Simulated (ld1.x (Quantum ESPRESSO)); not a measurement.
**Scattering properties, TM potential for silicon (Si)**

Si, norm-conserving Troullier–Martins (Kleinman–Bylander form), made with ld1.x (Quantum ESPRESSO) 7.5 (PBE, non-relativistic). Core [Ne], reference 3s2 3p2. Waves: 3p (bound): rc 1.60 bohr; 3s (bound): rc 1.90 bohr. Local part: the s channel. Core correction: a·sin(br)/r model core inside 1.40 bohr.

The phase is arctan(r·u′/u) with u = r·R(r), unwrapped; energies in Ry, scanned from -3 to 5 Ry. A pole is an energy at which the radial function vanishes at the test radius. The pseudo phase is shifted by a multiple of π to meet the all-electron one at the reference energy, and phase errors are pseudo minus all-electron; the curves can meet again beyond the range given. Levels narrower than the energy grid can be missing from the lists of poles.

Task: For each channel, where are the poles, and over which energies does the pseudopotential scatter like the atom?

Result:

```json
{"channel": "s", "radius (bohr)": "2.05", "reference energy (Ry)": "-0.79", "poles, all-electron": "1.85", "poles, pseudo": "1.71", "unbroken range about the reference energy with phases within 0.05 rad": "below 3.5", "phase error 1 Ry above the reference energy (rad)": "-0.005"}
{"channel": "p", "radius (bohr)": "2.05", "reference energy (Ry)": "-0.30", "poles, all-electron": "2.80", "poles, pseudo": "2.46", "unbroken range about the reference energy with phases within 0.05 rad": "below 3.1", "phase error 1 Ry above the reference energy (rad)": "-0.013"}
```

Phases in the p channel:

| E (Ry) | all-electron | pseudo |
| --- | --- | --- |
| -3.00 | 1.236 | 1.232 |
| -2.76 | 1.216 | 1.212 |
| -2.52 | 1.193 | 1.189 |
| -2.28 | 1.165 | 1.161 |
| -2.04 | 1.132 | 1.127 |
| -1.80 | 1.090 | 1.086 |
| -1.56 | 1.037 | 1.033 |
| -1.32 | 0.966 | 0.963 |
| -1.08 | 0.871 | 0.867 |
| -0.84 | 0.734 | 0.732 |
| -0.60 | 0.534 | 0.533 |
| -0.36 | 0.242 | 0.242 |
| -0.12 | -0.138 | -0.139 |
| 0.12 | -0.522 | -0.526 |
| 0.36 | -0.823 | -0.832 |
| 0.60 | -1.031 | -1.043 |
| 0.84 | -1.173 | -1.187 |
| 1.08 | -1.273 | -1.289 |
| 1.32 | -1.347 | -1.365 |
| 1.56 | -1.403 | -1.424 |
| 1.80 | -1.448 | -1.472 |
| 2.04 | -1.485 | -1.512 |
| 2.28 | -1.516 | -1.547 |
| 2.52 | -1.543 | -1.578 |
| 2.76 | -1.567 | -1.608 |
| 3.00 | -1.589 | -1.637 |
| 3.24 | -1.610 | -1.665 |
| 3.48 | -1.629 | -1.696 |
| 3.72 | -1.648 | -1.729 |
| 3.96 | -1.667 | -1.766 |
| 4.20 | -1.685 | -1.811 |
| 4.44 | -1.705 | -1.867 |
| 4.68 | -1.726 | -1.943 |
| 4.92 | -1.748 | -2.052 |
